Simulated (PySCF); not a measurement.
## Vibration and rotation of BeI⁺

RHF-CCSD(T) constants of BeI⁺, ¹Σ⁺ (singlet), closed shell (PySCF, spin-free X2C with a Gaussian nucleus, basis sets Be x2c-SVPall, I x2c-SVPall; masses 9.0122 and 126.9045 u):

| Quantity | Value |
| --- | --- |
| ωe | 704.1 cm⁻¹ |
| ωexe | 3.71 cm⁻¹ |
| Be | 0.44361 cm⁻¹ |
| αe | 0.00317 cm⁻¹ |
| D (centrifugal) | 7.04e-07 cm⁻¹ |
| De to Be⁺ + I | 3.09 eV |

(1) Give the band origin of the fundamental and the first lines of its P and R branches.

(2) Near which J would the R branch turn back, without centrifugal distortion?

Correlated steps freeze 18 core orbitals. Correlated levels converge slowly with the basis: in double zeta they bind strong bonds too weakly, by up to about 1 eV, and carry superposition errors of some tenths. These are scalar-relativistic numbers at best; spin–orbit coupling would shift them, the dissociation energy most. For an ion De counts to the pair picked by the measured ionisation energies or electron affinities, which need not be the lowest pair at this level. Where the molecule has an RHF reference, its open-shell atoms are computed with UHF.

Results:

(1) ν0 = ωe − 2ωexe = 696.7 cm⁻¹, B0 = 0.44203, B1 = 0.43885 cm⁻¹.

```csv
J″,P(J″) − ν0,R(J″) − ν0
0,,0.878
1,-0.884,1.749
2,-1.774,2.614
3,-2.671,3.473
4,-3.574,4.325
5,-4.483,5.171
6,-5.399,6.010
```

(2) At J ≈ (B0 + B1)/(2(B0 − B1)) − 1 ≈ 140.
